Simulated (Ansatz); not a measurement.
C2H10AlBSi (`B[CH2][Al]([CH3])[SiH3]`), relaxed with RKS PBE0-D4/def2-TZVP in the Gaussian-basis code of Ansatz from a PBE-D4/def2-SVP geometry. The force threshold is 0.005 eV/Å; the program also tests the step.

Total charge 0; spin multiplicity 1.

Start:

```xyz
15

B     1.135   -1.344   -1.468
C    -0.373   -1.278   -1.337
Al   -0.385    0.098    0.141
C    -2.152    0.465    0.926
Si    1.611    1.292    0.957
H     1.793   -2.095   -0.762
H     1.737   -0.570   -2.198
H    -0.934   -2.120   -0.878
H    -0.974   -0.772   -2.124
H    -2.145    1.315    1.637
H    -2.515   -0.432    1.475
H    -2.906    0.675    0.137
H     1.469    2.771    0.674
H     1.719    1.156    2.459
H     2.919    0.839    0.362
```

| step | energy (eV) | largest force (eV/Å) | largest move (Å) |
| --- | --- | --- | --- |
| 1 | -17379.1279 | 0.526 | 0.000 |
| 2 | -17379.1717 | 0.149 | 0.029 |
| 3 | -17379.1739 | 0.221 | 0.026 |
| 4 | -17379.1763 | 0.017 | 0.021 |
| 5 | -17379.1764 | 0.012 | 0.004 |
| 6 | -17379.1766 | 0.014 | 0.021 |
| 7 | -17379.1766 | 0.013 | 0.013 |
| 8 | -17379.1767 | 0.008 | 0.017 |
| 9 | -17379.1769 | 0.011 | 0.030 |
| 10 | -17379.1769 | 0.040 | 0.083 |
| 11 | -17379.1772 | 0.026 | 0.016 |
| 16 | -17379.1779 | 0.082 | 0.025 |
| 21 | -17379.1799 | 0.072 | 0.130 |
| 26 | -17379.1829 | 0.045 | 0.076 |
| 31 | -17379.1859 | 0.057 | 0.056 |
| 36 | -17379.1890 | 0.038 | 0.097 |
| 41 (rejected) | -17379.1907 | 0.145 | 0.141 |
| 46 (rejected) | -17379.1923 | 0.140 | 0.073 |
| 51 | -17379.1949 | 0.009 | 0.027 |
| 56 | -17379.1963 | 0.029 | 0.065 |
| 61 | -17379.1969 | 0.026 | 0.022 |
| 66 | -17379.1972 | 0.013 | 0.023 |
| 71 | -17379.1975 | 0.005 | 0.028 |
| 76 | -17379.1976 | 0.006 | 0.010 |
| 81 (rejected) | -17379.1975 | 0.045 | 0.049 |
| 86 | -17379.1977 | 0.002 | 0.009 |
| 87 | -17379.1977 | 0.003 | 0.010 |

End:

```xyz
15

B     0.854   -1.699   -1.388
C    -0.247   -0.699   -1.615
Al   -0.347    0.202    0.166
C    -1.927   -0.114    1.264
Si    1.464    1.735    0.801
H     0.606   -2.816   -1.022
H     2.007   -1.371   -1.466
H    -1.262   -1.065   -1.784
H     0.001    0.174   -2.232
H    -1.824    0.262    2.284
H    -2.165   -1.182    1.311
H    -2.797    0.381    0.818
H     2.189    2.281   -0.383
H     0.980    2.894    1.606
H     2.469    1.016    1.638
```

Hardware: 4 threads of an AMD EPYC 7B13 on a shared host. Wall time 5.1 min, peak host memory 0.77 GiB.
